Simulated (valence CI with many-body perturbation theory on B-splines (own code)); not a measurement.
**Ba⁴⁸⁺: electric-dipole lines**

Method: valence CI with perturbative core correlation (CI+MBPT): six valence electrons over a frozen Dirac-Fock core [He], radial functions for each j: 9 s, 9 p, 8 d, 6 f, 3 g, 1 h, with the one-electron correlation potential Σ1, the two-electron term Σ2, the three-electron term Σ3, Breit, model QED; selected CI, second order for the rest, scaled by the run's own slope (own B-spline code, finite nucleus).

No measured spectrum was set against this ion. As an estimate, large intervals hold to a few tenths of a per cent, small ones and those within an open d or f shell to about a per cent. Among the levels kept, up to 2400 cm⁻¹ of a level comes from second order outside the variational space, and about a tenth of that is noise between levels of different J, which matters for small intervals.

Lines 1 to 50 of 226 in falling wavelength, among levels below 44654 × 10³ cm⁻¹, chosen from the strongest by gf and those to the six lowest levels. Wavelengths and rates use the calculated energies. Electric multipoles are in the length gauge with retardation, E1 and E2 with the static RPA response of the core. Weak lines are less certain than strong ones. Lines between different terms over intervals too small for the method are left out, as are lines whose strength nearly cancels. The highest levels of a list are the least certain.

Levels are named by their leading jj configuration (3d3/2^4 stands for four electrons in 3d with j = 3/2), which in mixed levels can hold well under half, so a name can repeat and another be missing. Letters in brackets count levels of one name in rising energy.

```csv
λ vac (nm),Upper,Lower,A (s⁻¹),log gf,Branch %
16.71,(2s^2 2p1/2 2p3/2^2 3p1/2) J=3,(2s^2 2p1/2 2p3/2^2 3s) J=2 [b],4.04e+09,-0.93,1.2
16.46,(2s^2 2p1/2 2p3/2^2 3p1/2) J=1 [b],(2s^2 2p1/2 2p3/2^2 3s) J=1 [b],5.18e+09,-1.20,1.3
16.44,(2s^2 2p1/2^2 2p3/2 3p1/2) J=2,(2s^2 2p1/2^2 2p3/2 3s) J=1,3.79e+09,-1.11,0.9
15.97,(2s^2 2p1/2 2p3/2^2 3p1/2) J=2 [a],(2s^2 2p1/2 2p3/2^2 3s) J=1 [a],3.36e+09,-1.19,1.4
15.76,(2s^2 2p1/2 2p3/2^2 3p1/2) J=1 [a],(2s^2 2p1/2 2p3/2^2 3s) J=2 [a],7.42e+09,-1.08,4.5
15.55,(2s^2 2p1/2 2p3/2^2 3p1/2) J=3,(2s^2 2p1/2 2p3/2^2 3s) J=3,4.31e+09,-0.96,1.2
15.44,(2s^2 2p1/2^2 2p3/2 3p1/2) J=1,(2s^2 2p1/2^2 2p3/2 3s) J=2,7.96e+09,-1.07,2.6
15.09,(2s^2 2p1/2^2 2p3/2 3p1/2) J=2,(2s^2 2p1/2^2 2p3/2 3s) J=2,5.73e+09,-1.01,1.3
15.07,(2s 2p1/2^2 2p3/2^2 3p1/2) J=2,(2s 2p1/2^2 2p3/2^2 3s) J=3,5.50e+09,-1.03,0.0
14.42,(2s^2 2p1/2 2p3/2^2 3p1/2) J=2 [a],(2s^2 2p1/2 2p3/2^2 3s) J=2 [a],5.29e+09,-1.08,2.1
14.11,(2s 2p1/2^2 2p3/2^2 3p1/2) J=3,(2s 2p1/2^2 2p3/2^2 3s) J=3,5.08e+09,-0.97,0.0
13.62,(2s^2 2p1/2 2p3/2^2 3d3/2) J=4,(2s^2 2p1/2 2p3/2^2 3p3/2) J=4,1.77e+09,-1.35,1.5
13.41,(2s^2 2p1/2^2 2p3/2 3d3/2) J=3,(2s^2 2p1/2^2 2p3/2 3p3/2) J=3,2.62e+09,-1.31,0.7
12.90,(2s^2 2p3/2^4) J=0,(2s 2p1/2^2 2p3/2^3) J=1,1.52e+08,-3.42,10.2
12.57,(2s^2 2p1/2 2p3/2^2 3p1/2) J=2 [b],(2s^2 2p1/2 2p3/2^2 3s) J=2 [b],3.76e+09,-1.35,0.4
11.90,(2s^2 2p1/2 2p3/2^2 3p1/2) J=2 [b],(2s^2 2p1/2 2p3/2^2 3s) J=3,1.43e+10,-0.82,1.5
11.66,(2s^2 2p1/2 2p3/2^2 3p1/2) J=0,(2s^2 2p1/2 2p3/2^2 3s) J=1 [b],2.38e+10,-1.31,2.6
11.64,(2s^2 2p1/2^2 2p3/2 3d5/2) J=2,(2s^2 2p1/2^2 2p3/2 3p3/2) J=2,7.22e+09,-1.13,0.0
11.43,(2s^2 2p1/2^2 2p3/2 3d5/2) J=1,(2s^2 2p1/2^2 2p3/2 3p3/2) J=0,1.09e+10,-1.19,0.0
10.61,(2s^2 2p1/2 2p3/2^2 3d5/2) J=4 [b],(2s^2 2p1/2 2p3/2^2 3p3/2) J=4,5.60e+09,-1.07,13.8
10.49,(2s^2 2p1/2^2 2p3/2 3d5/2) J=4,(2s^2 2p1/2^2 2p3/2 3p3/2) J=3,2.76e+10,-0.39,78.9
10.46,(2s^2 2p1/2 2p3/2^2 3d5/2) J=5,(2s^2 2p1/2 2p3/2^2 3p3/2) J=4,2.76e+10,-0.30,96.0
10.43,(2s^2 2p1/2^2 2p3/2 3d5/2) J=3,(2s^2 2p1/2^2 2p3/2 3p3/2) J=2,2.34e+10,-0.57,0.0
10.40,(2s^2 2p1/2 2p3/2^2 3d5/2) J=3,(2s^2 2p1/2 2p3/2^2 3p3/2) J=2 [a],1.92e+10,-0.66,0.1
10.33,(2s^2 2p1/2 2p3/2^2 3d5/2) J=4 [b],(2s^2 2p1/2 2p3/2^2 3p3/2) J=3 [b],2.07e+10,-0.52,51.0
10.25,(2s^2 2p1/2 2p3/2^2 3d5/2) J=4 [a],(2s^2 2p1/2 2p3/2^2 3p3/2) J=3 [a],2.63e+10,-0.43,77.2
10.11,(2s^2 2p1/2 2p3/2^2 3d5/2) J=3,(2s^2 2p1/2 2p3/2^2 3p3/2) J=3 [a],5.55e+09,-1.23,0.0
9.830,(2s^2 2p1/2^2 2p3/2 3d5/2) J=2,(2s^2 2p1/2^2 2p3/2 3p3/2) J=1,1.95e+10,-0.85,0.0
9.233,(2s^2 2p1/2 2p3/2^2 3d5/2) J=1,(2s^2 2p1/2 2p3/2^2 3p3/2) J=0,1.15e+10,-1.35,0.0
8.947,(2s^2 2p1/2^2 2p3/2 3d5/2) J=3,(2s^2 2p1/2^2 2p3/2 3p3/2) J=3,5.49e+09,-1.34,0.0
8.490,(2s^2 2p1/2^2 2p3/2 3d5/2) J=1,(2s^2 2p1/2^2 2p3/2 3p3/2) J=1,2.34e+10,-1.12,0.0
6.898,(2s^2 2p1/2 2p3/2^2 3p3/2) J=1 [a],(2s^2 2p1/2 2p3/2^2 3s) J=2 [b],6.18e+10,-0.88,13.0
6.788,(2s^2 2p1/2 2p3/2^2 3p3/2) J=2 [b],(2s^2 2p1/2 2p3/2^2 3s) J=1 [b],1.47e+10,-1.29,0.1
6.764,(2s^2 2p1/2 2p3/2^2 3p3/2) J=3 [b],(2s^2 2p1/2 2p3/2^2 3s) J=2 [b],5.43e+10,-0.58,5.5
6.763,(2s^2 2p1/2 2p3/2^2 3d3/2) J=3 [b],(2s^2 2p1/2 2p3/2^2 3p1/2) J=2 [b],1.34e+10,-1.19,0.0
6.741,(2s^2 2p1/2 2p3/2^2 3p3/2) J=2 [a],(2s^2 2p1/2 2p3/2^2 3s) J=1 [a],5.21e+10,-0.75,3.8
6.709,(2s^2 2p1/2 2p3/2^2 3d3/2) J=2 [b],(2s^2 2p1/2 2p3/2^2 3p1/2) J=2 [b],1.74e+10,-1.23,0.0
6.658,(2s^2 2p1/2^2 2p3/2 3p3/2) J=1,(2s^2 2p1/2^2 2p3/2 3s) J=1,1.01e+11,-0.69,24.4
6.646,(2s^2 2p1/2 2p3/2^2 3p3/2) J=0,(2s^2 2p1/2 2p3/2^2 3s) J=1 [a],1.19e+11,-1.10,29.8
6.578,(2s^2 2p1/2 2p3/2^2 3d3/2) J=3 [a],(2s^2 2p1/2 2p3/2^2 3p1/2) J=3,9.89e+09,-1.35,0.0
6.567,(2s^2 2p1/2 2p3/2^2 3p3/2) J=3 [b],(2s^2 2p1/2 2p3/2^2 3s) J=3,5.17e+10,-0.63,5.2
6.565,(2s^2 2p1/2 2p3/2^2 3p3/2) J=3 [a],(2s^2 2p1/2 2p3/2^2 3s) J=2 [a],1.06e+11,-0.32,9.7
6.460,(2s^2 2p1/2 2p3/2^2 3p3/2) J=4,(2s^2 2p1/2 2p3/2^2 3s) J=3,1.42e+11,-0.10,32.8
6.448,(2s^2 2p1/2 2p3/2^2 3p3/2) J=2 [a],(2s^2 2p1/2 2p3/2^2 3s) J=2 [a],6.26e+10,-0.71,4.5
6.448,(2s^2 2p1/2 2p3/2^2 3d3/2) J=1 [b],(2s^2 2p1/2 2p3/2^2 3p1/2) J=2 [b],5.07e+10,-1.02,0.0
6.429,(2s^2 2p1/2^2 2p3/2 3p3/2) J=3,(2s^2 2p1/2^2 2p3/2 3s) J=2,1.44e+11,-0.21,39.7
6.425,(2s^2 2p1/2^2 2p3/2 3p3/2) J=1,(2s^2 2p1/2^2 2p3/2 3s) J=2,2.70e+10,-1.30,6.5
6.420,(2s^2 2p1/2 2p3/2^2 3p3/2) J=1 [c],(2s^2 2p1/2 2p3/2^2 3s) J=1 [b],3.18e+10,-1.23,0.9
6.376,(2s 2p1/2^2 2p3/2^2 3p1/2) J=2,(2s^2 2p1/2 2p3/2^2 3p1/2) J=2 [b],3.82e+10,-0.93,0.0
6.325,(2s^2 2p1/2 2p3/2^2 3p3/2) J=2 [c],(2s^2 2p1/2 2p3/2^2 3s) J=1 [b],8.92e+10,-0.57,0.3
```

Problem. How does gf follow from A for the line at 9.830 nm?

Solution. gf = 1.4992 × (2J+1)_upper × A / σ², with σ = 1017300 cm⁻¹ and 2J+1 = 5: gf = 0.141.
